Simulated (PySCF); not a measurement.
Species: C6H16AlNO.
SMILES: `CO[C@@H]1C[CH2][AlH2-][N+]1(C)C`

The closed-shell ground state was solved at several levels (PySCF, density fitting, gas phase, non-relativistic). Isolated species at its PBE0-D3(BJ)/def2-SVP geometry (one conformer only).

```
              level  basis functions  total energy (Eh)  HOMO (eV)  LUMO (eV)  gap (eV)  dipole (D)
CAM-B3LYP/def2-SVPD              315          -610.1546      -8.08       0.95      9.03        5.10
      PBE0/pcSseg-1              240          -610.0627      -6.72       0.87      7.59        5.17
```

Task: Estimate the row for HF/pcSseg-1, a basis of 240 functions; the other rows only guide the guess.

Result: Total energy -607.6617 Eh, HOMO -9.70 eV, LUMO 3.68 eV, gap 13.38 eV, dipole 5.40 D.

Task: Over all these levels, which gives the widest orbital gap and which the narrowest?

Result: HF/pcSseg-1 (Hartree–Fock, all exact exchange) has the widest, 13.38 eV, and PBE0/pcSseg-1 (global hybrid, 25 % exact exchange) the narrowest, 7.59 eV. The two share the basis. From the narrowest to the widest the HOMO moves by -2.98 eV and the LUMO by +2.81 eV. The HOMO need not be the same orbital at Hartree–Fock and at DFT levels.

Task: How far do the dipole and the HOMO energy spread over the levels?

Result: The dipole runs from 5.10 to 5.40 D (mean 5.22 D) and the HOMO from -9.70 to -6.72 eV.
